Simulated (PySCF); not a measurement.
A calculated (M06-2X, PySCF 2.14, jorge-DZP-DKH, scalar relativity by spin-free X2C-1e) atom or ion has these occupied shells.

| shell | electrons | orbital energy (eV) | rms radius, mean of both spins (bohr) |
| --- | --- | --- | --- |
| 1s α | 1 | -128.95 | 0.485 |
| 1s β | 1 | -128.45 | 0.485 |
| 2s α | 1 | -16.250 | 2.44 |

Problem. Name the element and its charge.

Solution. Be⁺ (beryllium, charge +1), in [He] 2s1, 2S determinant.
